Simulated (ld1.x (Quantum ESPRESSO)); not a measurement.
Se (Z = 34), TM: configuration errors across variants

ld1.x (Quantum ESPRESSO) 7.5 input, shortened:

```
&input
   title='Se', zed=34., rel=1, dft='BP', iswitch=3,
   config='[Ar] 3d10 4s2 4p3'
 /
 &inputp
   pseudotype=2, tm=.true., lloc=1,
   nlcc=.true.
 /
3
4S  1  0   2.00   0.00  1.35  1.35  0.0
3D  3  2  10.00   0.00  0.70  0.70  0.0
4P  2  1   3.00   0.00  1.65  1.65  0.0
 &test
   configts(1)='3d10 4s2 4p3'
 /
```

All-electron excitation energies from the reference (eV): (1) 3d10 4s2 4p4 -10.964; (2) 3d10 4s2 4p2 20.487; (3) 3d10 4s2 4p1 51.524; (4) 3d9 4s2 4p5 40.737; (5) 3d10 4s2 4p3.5 -6.596; (6) 3d10 4s1 4p5 -0.058; (7) 3d10 4s2 4p0 93.897.

Errors AE − PS in meV (a dash: test not solved or not reliable):

```csv
change,(1),(2),(3),(4),(5),(6),(7),bound ghosts
base,+2.8,-2.3,-7.7,-1553,+1.3,-2.1,-30,none
"all radii but the core radius scaled by about 0.75 (s 1.02, p 1.24, d 0.52 bohr)",+4.5,+1.3,+5.7,-947,+1.8,-9.8,-10,not determined
"all radii but the core radius scaled by about 0.90 (s 1.22, p 1.48, d 0.62 bohr)",+3.1,-1.7,-5.5,-1498,+1.4,-2.2,-27,not determined
"all radii but the core radius scaled by about 0.95 (s 1.28, p 1.58, d 0.66 bohr)",+2.9,-2.1,-7.1,-1544,+1.3,-2.2,-29,none
"all radii but the core radius scaled by about 1.05 (s 1.42, p 1.74, d 0.74 bohr)",+2.8,-2.3,-7.8,-1544,+1.3,-1.8,–,none
"all radii but the core radius scaled by about 1.15 (s 1.56, p 1.90, d 0.80 bohr)",+3.1,-2.1,-8.1,-1475,+1.5,-0.9,-35,none
"all radii but the core radius scaled by about 1.35 (s 1.82, p 2.22, d 0.94 bohr)",+4.2,-2.0,-13,-1182,+1.7,-1.4,-70,none
```

Give the same row for: all radii but the core radius scaled by about 1.25 (s 1.70, p 2.06, d 0.88 bohr).

+3.6, -2.0, -9.9, -1342, +1.5, -0.6, -48; bound ghosts: none.
